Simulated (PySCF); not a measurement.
# Ionisation energy of Ga²⁺ by level of theory

Ga²⁺ [Ar] 3d10 4s1 (2S) → Ga³⁺ [Ar] 3d10 (1S), as a difference of total energies. All numbers are calculated (PySCF 2.14, scalar relativity by spin-free X2C-1e, in x2c-QZVPPall). Correlated levels: valence and next inner shell: [Ne] frozen. The calculations carry no spin-orbit coupling.

| method | ionisation energy (eV) |
| --- | --- |
| UHF | 29.633 |
| MP2 (valence and next inner shell) | 30.689 |
| SCS-MP2 (valence and next inner shell) | 30.490 |
| CCSD (valence and next inner shell) | 30.557 |
| CCSD(T) (valence and next inner shell) | 30.618 |

Question: How much does correlation contribute at CCSD(T) (valence and next inner shell)?

Answer: 30.618 − (29.633) = 0.985 eV, measured against UHF.

Errors of the correlated levels include the incompleteness of this basis and the frozen core.

For comparison: 30.726 eV (measured; NIST Atomic Spectra Database, ionization energies).
